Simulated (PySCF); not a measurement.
Bi(F)(Br)2, SMILES [F][Bi]([Br])[Br] (BiBr2F), CAM-B3LYP/def2-SVP optimised geometry.

```
4

Bi    -1.17    -1.00     0.00
F     -1.44     1.00     0.00
Br    -1.62    -1.41     2.53
Br     1.44    -1.00     0.00
```

Density from CAM-B3LYP/def2-TZVP, def2 effective core potentials past Kr in PySCF at that geometry. The core electrons that the potentials of Bi replace are not part of the density.

Minimum of the electron density along straight lines between bonded atoms, close to the bond critical point (lines longer than 1.1 times the sum of covalent radii, or with two minima, are not listed):

| bond | length / Å | ρ at the minimum / e bohr⁻³ | ∇²ρ there / e bohr⁻⁵ | position (fraction from the first atom) |
|---|---|---|---|---|
| Bi1–F2 | 2.022 | 0.115 | 0.48 | 0.53 |
| Bi1–Br3 | 2.601 | 0.073 | 0.09 | 0.48 |
| Bi1–Br4 | 2.601 | 0.073 | 0.09 | 0.48 |
